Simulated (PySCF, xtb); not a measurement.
CH₉NSi₄, SMILES C1[SiH2][Si@H]([SiH3])[SiH2]N=1.

Harmonic wavenumbers (cm⁻¹) from GFN2-xTB run with xtb at its own minimum, in rising order: 25, 47, 84, 112, 232, 263, 330, 358, 374, 385, 433, 436, 482, 501, 518, 523, 580, 591, 607, 649, 703, 751, 783, 790, 794, 809, 816, 828, 1281, 1695, 2055, 2192, 2207, 2223, 2231, 2235, 2238, 2245, 2895.

### Question
What does PBE-D3(BJ)/def2-SVP (PySCF 2.14.0) give at its own minimum? (Estimate from the structure and the level; the computed values follow.)

### Answer
38, 79, 93, 101, 249, 258, 354, 386, 395, 411, 458, 469, 489, 524, 555, 580, 607, 658, 661, 706, 732, 786, 836, 864, 882, 892, 897, 904, 1274, 1631, 2136, 2146, 2148, 2151, 2162, 2164, 2165, 2170, 2907. Paired by order, the mean absolute difference is 44 cm⁻¹ and the zero-point energies are 53.3 and 54.2 kcal/mol.
